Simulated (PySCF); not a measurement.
Isomers of C6H9F3NP, mass 183.042 u with the commonest isotopes. Method: PBE0/pcSseg-1 in PySCF (dipole) on a GFN2-xTB geometry, gas phase. One conformer each, none proved a minimum here; rigid rotors.

Question: Order these by rotational constant C, smallest first.
A. `[CH3:1][CH2:2][P:3]([CH2:4][CH2:5][C:6]#[N:7])[C:8]([F:9])([F:10])[F:11]` with C1–C2–P3–C4 -177°, C2–P3–C4–C5 178°, P3–C4–C5–C6 171°
B. `[CH2:1]=[CH:2]/[C:3](=[P:4]/[C:5]([F:6])([F:7])[F:8])[N:9]([CH3:10])[CH3:11]` with C1–C2–C3–P4 -34°
C. `[F:1][C:2]([F:3])([F:4])/[CH:5]=[P:6]\[N:7]1[CH2:8][CH2:9][CH2:10][CH2:11]1` with C5–P6–N7–C8 -175°, P6–N7–C8–C9 -136°, N7–C8–C9–C10 -41°, C8–C9–C10–C11 34°, C9–C10–C11–N7 -14°
D. `[CH3:1][CH2:2][CH2:3][P:4]([CH2:5][C:6]#[N:7])[C:8]([F:9])([F:10])[F:11]` with C1–C2–C3–P4 58°, C2–C3–P4–C5 172°, C3–P4–C5–C6 70°

Answer: A (462.7 MHz), C (499.5 MHz), D (531.2 MHz), B (560.6 MHz).

Question: Order these by dipole moment, smallest first.
A. `[CH2:1]=[CH:2]/[C:3](=[P:4]/[C:5]([F:6])([F:7])[F:8])[N:9]([CH3:10])[CH3:11]` with C1–C2–C3–P4 -34°
B. `[CH3:1][CH2:2][P:3]([CH2:4][CH2:5][C:6]#[N:7])[C:8]([F:9])([F:10])[F:11]` with C1–C2–P3–C4 -177°, C2–P3–C4–C5 178°, P3–C4–C5–C6 171°
C. `[F:1][C:2]([F:3])([F:4])/[CH:5]=[P:6]\[N:7]1[CH2:8][CH2:9][CH2:10][CH2:11]1` with C5–P6–N7–C8 -175°, P6–N7–C8–C9 -136°, N7–C8–C9–C10 -41°, C8–C9–C10–C11 34°, C9–C10–C11–N7 -14°
D. `[CH3:1][CH2:2][CH2:3][P:4]([CH2:5][C:6]#[N:7])[C:8]([F:9])([F:10])[F:11]` with C1–C2–C3–P4 58°, C2–C3–P4–C5 172°, C3–P4–C5–C6 70°

Answer: D (2.21 D), B (3.76 D), C (4.16 D), A (5.31 D).

Question: Order these by radius of gyration √(Σ m r²/M), smallest first.
A. `[CH3:1][CH2:2][P:3]([CH2:4][CH2:5][C:6]#[N:7])[C:8]([F:9])([F:10])[F:11]` with C1–C2–P3–C4 -177°, C2–P3–C4–C5 178°, P3–C4–C5–C6 171°
B. `[CH3:1][CH2:2][CH2:3][P:4]([CH2:5][C:6]#[N:7])[C:8]([F:9])([F:10])[F:11]` with C1–C2–C3–P4 58°, C2–C3–P4–C5 172°, C3–P4–C5–C6 70°
C. `[F:1][C:2]([F:3])([F:4])/[CH:5]=[P:6]\[N:7]1[CH2:8][CH2:9][CH2:10][CH2:11]1` with C5–P6–N7–C8 -175°, P6–N7–C8–C9 -136°, N7–C8–C9–C10 -41°, C8–C9–C10–C11 34°, C9–C10–C11–N7 -14°
D. `[CH2:1]=[CH:2]/[C:3](=[P:4]/[C:5]([F:6])([F:7])[F:8])[N:9]([CH3:10])[CH3:11]` with C1–C2–C3–P4 -34°

Answer: D (2.304 Å), B (2.376 Å), C (2.416 Å), A (2.525 Å).

```tsv
SMILES	point group	Ia (u·Å²)	Ib (u·Å²)	Ic (u·Å²)	κ	μa (D)	μb (D)	μc (D)
CCP(CCC#N)C(F)(F)F	C1	344.15	898.15	1092.35	-0.80	3.24	1.76	0.72
C=C/C(=P/C(F)(F)F)N(C)C	C1	369.98	671.84	901.47	-0.52	4.67	2.53	0.23
FC(F)(F)/C=P\N1CCCC1	C1	265.97	858.54	1011.87	-0.87	4.16	0.08	0.08
CCCP(CC#N)C(F)(F)F	C1	492.77	622.58	951.33	0.13	1.97	0.46	0.89
```
